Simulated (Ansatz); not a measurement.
Compare A (`FCC(F)=C(F)F`) with its isomer B (`FC1(F)CC1(F)F`).

Program: Ansatz. Geometries: PBE0-D4/def2-TZVP. ΔE: electronic, gas phase. CCSD(T)/CBS is the MP2 limit (def2-TZVPP, def2-QZVPP) plus CCSD(T) − MP2 in def2-TZVPP, frozen cores. Functionals use def2-TZVPP. Each species was taken in one conformer, which may not be the lowest.

**Question.** Which is lower in electronic energy at CCSD(T)/CBS, and by how much? (Best estimate.)

**Answer.** Ansatz gave: A, by 4.1 kcal/mol.

**Question.** Give E(B) − E(A) in kcal/mol with MP2/def2-TZVPP, CCSD/def2-TZVPP, PBE-D4, B2PLYP, HF/def2-TZVPP, PBE0-D4, ωB97M-V. (Estimate.)

**Answer.** Computed: MP2/def2-TZVPP 2.4, CCSD/def2-TZVPP 3.2, PBE-D4 4.0, B2PLYP 5.4, HF/def2-TZVPP 4.4, PBE0-D4 1.6, ωB97M-V 2.2. None reverses the order clearly.

**Question.** Does the order hold for the free energy at 298.15 K (harmonic terms from PBE0-D4)? (Best estimate.)

**Answer.** Computed: Yes: G(B) − G(A) = +4.9 kcal/mol, for one conformer each.

Largest T1 diagnostic: 0.012.

At CCSD(T), def2-SVP lies −4.0 kcal/mol from the extrapolated value and def2-TZVPP −0.4 kcal/mol. Leaving LDA and LC-ωPBE aside and taking each functional with its dispersion term where it has one, the values, not all of them listed here, spread over 8.5 kcal/mol, from PBE-QIDH to BLYP-D4. LDA lies −3.9 kcal/mol from PBE without D4.
